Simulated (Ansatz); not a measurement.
Diatomic LiN, multiplicity 3 (lowest of 2S+1 = 1, 3, 5 at CCSD(T)/def2-TZVPP on PBE0 minima; our sources give no spin for the ground state, which may be another).

Constants: fifth-degree fit in 1/R to seven points, most abundant isotopes. Runs in def2 and cc sets follow the lowest solution found near the PBE0 minimum.

Correlated levels freeze the inner cores; with def2 sets outer-core shells near the valence are correlated too.

Programs: Ansatz (Gaussian basis) for Hartree–Fock, density functionals and correlated methods. Each number belongs to the level named beside it.

### Question
What bond length and harmonic frequency does B3LYP/def2-TZVPP give, and what D_e (from each atom's lowest state at the same level)?

### Answer
r_e = 1.860 Å, ω_e = 674 cm⁻¹, D_e = 1.84 eV.

### Question
What bond length and harmonic frequency does B2PLYP/def2-TZVPP give, and what D_e (from each atom's lowest state at the same level)?

### Answer
r_e = 1.859 Å, ω_e = 682 cm⁻¹, D_e = 1.66 eV.

### Question
What bond length and harmonic frequency does CCSD(T)/def2-QZVPP give, and what D_e (from each atom's lowest state at the same level)?

### Answer
r_e = 1.872 Å, ω_e = 668 cm⁻¹, D_e = 1.57 eV.

Ansatz is a first-principles code.
